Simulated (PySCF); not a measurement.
C₃H₉ClGe, charge +1, doublet, at a GFN2-xTB geometry (a state made from the parent by changing its charge; the spin is typed, not shown lowest). Base run: M06L/STO-3G in PySCF.

Geometry (Å):
```xyz
14

C     -0.7983     1.6335    -1.1426
Ge    -0.0703     0.0277    -0.2323
C      1.6369    -0.8035    -1.0453
C     -1.2406    -1.6735    -0.2786
Cl     0.3555     0.4061     1.7951
H     -1.0130     1.4227    -2.1875
H     -1.7145     1.9529    -0.6472
H     -0.0773     2.4480    -1.0835
H      1.9670    -1.6240    -0.4163
H      1.4010    -1.1394    -2.0498
H      2.3627     0.0050    -1.0543
H     -1.3565    -1.9731    -1.3151
H     -2.1884    -1.3710     0.1583
H     -0.7633    -2.4496     0.3111
```
Charge +1, spin multiplicity 2.
Orbitals are unrestricted.
All else is at PySCF's defaults.
Base energy -2626.37490 Eh.

Variants of this job, named by their change:

```tsv
change	ΔE vs base (µEh)	grid points	electrons on the grid	outcome
base	0.0	170152	75.00001	converged
grids.atom_grid = (99, 590)	-18.5	451368	75.00000	converged
grids.radi_method = gauss_chebyshev	307	166744	75.00001	converged
grids.level = 7	-68.2	883240	75.00000	converged
grids.atom_grid = (150, 974)	-66.1	1127520	75.00000	converged
grids.radi_method = mura_knowles	-83.5	161952	75.00001	converged
small_rho_cutoff = 0	0.0	170152	75.00001	converged
grids.atom_grid = (50, 194)	-9662	92016	74.99992	converged
grids.atom_grid = (75, 302)	-711	202584	74.99999	converged
grids.prune = dft.gen_grid.sg1_prune	-	-	-	input refused
grids.radi_method = delley	-0.7	182424	75.00001	converged
```

Open shells are given as the SCF converged; they aren't shown to be the lowest states, and a large step between rows can be another state.

- grids.prune = dft.gen_grid.sg1_prune: ended with `IndexError: index 32 is out of bounds for axis 0 with size 19`
